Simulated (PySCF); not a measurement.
PBE0 on Co⁻ (cobalt, charge -1), [Ar] 3d8 4s2, high-spin 3F determinant. Calculation: PySCF 2.14, in x2c-TZVPPall with one added diffuse shell each of s, p, d, f type (7s6p5d3f1g, 80 functions); the spin-free X2C one-electron Hamiltonian (Gaussian nucleus).

```
cycle= 1 E= -1393.01613141055  delta_E= -0.011  |g|= 0.245  |ddm|= 0.378
cycle= 2 E= -1392.95580258642  delta_E= 0.0603  |g|= 0.602  |ddm|= 0.335
cycle= 3 E= -1393.02813228398  delta_E= -0.0723  |g|= 0.00562  |ddm|= 0.214
cycle= 4 E= -1393.02813555437  delta_E= -3.27e-06  |g|= 0.0095  |ddm|= 0.0192
cycle= 5 E= -1393.02816226956  delta_E= -2.67e-05  |g|= 0.000475  |ddm|= 0.0125
cycle= 6 E= -1393.02816371332  delta_E= -1.44e-06  |g|= 7.32e-05  |ddm|= 0.00874
cycle= 7 E= -1393.02816372817  delta_E= -1.48e-08  |g|= 5.3e-05  |ddm|= 0.000777
cycle= 8 E= -1393.02816372888  delta_E= -7.15e-10  |g|= 5.41e-06  |ddm|= 4.06e-05
converged SCF energy = -1393.02816372888  <S^2> = 2.0180409  2S+1 = 3.0120033
```

Highest occupied orbital energy: 0.663 eV; ⟨L²⟩ = 12.03; populations by l: s 8.00, p 12.00, d 8.00, f 0.00.

Question: Can this result be used?

Answer: With care. The run converged. At PBE0 the highest occupied level has a positive energy, so only the finite basis holds that electron; in a semilocal or global hybrid functional this comes from self-interaction and does not mean that the real anion is unbound.
